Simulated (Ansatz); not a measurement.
C$_{3}$H$_{5}$ (SMILES [CH]=CC), doublet, at a GFN2-xTB geometry; Ansatz (a program for electronic structure) with B3LYP5/6-31G**.

Ansatz was given this input:
Ansatz 0.2 input:
```yaml
crystal:
  periodic: [false, false, false]
  atoms:
    - {symbol: C, position_ang: [1.32517045, 0.17996425, -0.00948946]}
    - {symbol: C, position_ang: [0.06095864, 0.44136230, -0.01602886]}
    - {symbol: H, position_ang: [2.25652235, 0.69360547, -0.03009773]}
    - {symbol: H, position_ang: [-0.31124892, 1.47566041, -0.05242127]}
    - {symbol: C, position_ang: [-1.04589578, -0.57280156, 0.02299841]}
    - {symbol: H, position_ang: [-0.64250733, -1.58055333, 0.05836424]}
    - {symbol: H, position_ang: [-1.67008190, -0.40821458, 0.90058097]}
    - {symbol: H, position_ang: [-1.67408412, -0.47164793, -0.86130678]}
basis:
  gaussian:
    orbitals: 6-31G__.json
hamiltonian:
  xc: b3lyp5
magnetization: {spin_polarized: true, initial_magnetization: 1}
```
The basis file holds 6-31G** in the JSON format of the Basis Set Exchange.

The log (banner, timings and long lists left out):

```
Functional definition: B3LYP5
767 factors; their error is unknown
mean field evaluation 1: about -3182.9113 eV, gradient 3.0e1 eV
mean field evaluation 2: about -3182.1513 eV, gradient 3.3e1 eV
mean field evaluation 4: about -3187.6416 eV, gradient 1.9e0 eV
mean field evaluation 8: about -3187.6631 eV, gradient 9.4e-2 eV
mean field evaluation 16: about -3187.6261 eV, gradient 7.1e-5 eV
mean field -3187.62606278 eV, -117.1430971567 hartree, gradient 1.3e-5 eV, S^2 0.759895; 0 other end points of the search recorded, 0 dependent functions left out
reference -3187.62622866 eV, -117.1431032528 hartree; 12, 11 occupied and 58, 59 virtual orbitals, 767 factors
Total energy: -3187.62622866 eV, -117.1431032528 hartree
```
